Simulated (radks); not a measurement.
Values are calculated unless marked as measured or tabulated.
All-electron atom: the platinum ion Pt10+ in [Xe] 4f14.

Level of theory: scalar-relativistic Kohn-Sham, PBEsol, spin-polarised, spherical densities, finite nucleus; Fermi nuclear charge, rms radius 5.427 fm (a radial shooting solver on a logarithmic mesh with Libxc functionals).

Energy parts (Ry):
total: -36756.7839
kinetic: 40976.5512
electron-nucleus: -90474.2074
Hartree: 13426.8403
exchange-correlation: -685.9680

Orbitals (lengths in bohr, moments of r in powers of bohr):
[
 {"orbital": "1s", "occ.": "2", "eigenvalue (Ry)": "-5772.699", "<r^4>": "4.525e-07", "<r^2>": "0.0004064"},
 {"orbital": "2s", "occ.": "2", "eigenvalue (Ry)": "-1024.718", "<r^4>": "0.00006664", "<r^2>": "0.006206"},
 {"orbital": "2p", "occ.": "6", "eigenvalue (Ry)": "-890.1811", "<r^4>": "0.00005366", "<r^2>": "0.005203"},
 {"orbital": "3s", "occ.": "2", "eigenvalue (Ry)": "-250.2754", "<r^4>": "0.002416", "<r^2>": "0.04006"},
 {"orbital": "3p", "occ.": "6", "eigenvalue (Ry)": "-211.0742", "<r^4>": "0.002641", "<r^2>": "0.04106"},
 {"orbital": "3d", "occ.": "10", "eigenvalue (Ry)": "-168.4850", "<r^4>": "0.002030", "<r^2>": "0.03400"},
 {"orbital": "4s", "occ.": "2", "eigenvalue (Ry)": "-63.51764", "<r^4>": "0.05454", "<r^2>": "0.1943"},
 {"orbital": "4p", "occ.": "6", "eigenvalue (Ry)": "-50.64488", "<r^4>": "0.07268", "<r^2>": "0.2216"},
 {"orbital": "4d", "occ.": "10", "eigenvalue (Ry)": "-34.98975", "<r^4>": "0.1008", "<r^2>": "0.2522"},
 {"orbital": "5s", "occ.": "2", "eigenvalue (Ry)": "-19.40642", "<r^4>": "1.222", "<r^2>": "0.9333"},
 {"orbital": "4f", "occ.": "14", "eigenvalue (Ry)": "-17.55339", "<r^4>": "0.1907", "<r^2>": "0.3104"},
 {"orbital": "5p", "occ.": "6", "eigenvalue (Ry)": "-15.73686", "<r^4>": "1.907", "<r^2>": "1.160"}
]

The highest occupied level is 5p at -214.11 eV. Summed over all electrons, <r^2> = 18.13 bohr^2, which gives a Langevin (diamagnetic) susceptibility term of -14.4 x 10^-6 cm^3/mol. The density falls to 0.001 e/bohr^3 at r = 2.24 bohr.
